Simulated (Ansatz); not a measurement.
Isomers of Al₂P₂⁺ (doublet), relaxed with B3LYP-D4/def2-TZVP; total energies from Ansatz at r2SCAN0-D4/def2-TZVP.

```
isomer                                       description  energy (Eh)
     A  point group D2h; 4 × Al–P 2.44 Å; 1 × P–P 2.13 Å  -1167.21186
     B                  point group D2h; 4 × Al–P 2.30 Å  -1167.17767
```

The isomers come from a short search, and lower ones may exist.

Question: Work out the relative energies (1 Eh = 2625.5 kJ/mol) and the Boltzmann populations at 1200 K from electronic energies alone (R = 8.314 J/mol/K).

Answer: ΔE: A 0.0, B 89.8 kJ/mol. RT = 9.98 kJ/mol. Factors exp(−ΔE/RT): A 1, B 0.000124; sum 1.000. Populations: A 100.0 %, B 0.0 %. Zero-point energy, vibrational entropy and symmetry numbers are left out and can shift these; an error of 4 kJ/mol changes a ratio by a factor of 1.5. Over the other density-functional and correlated levels in def2 sets, the gap between A and B ranges from 87 to 113 kJ/mol.
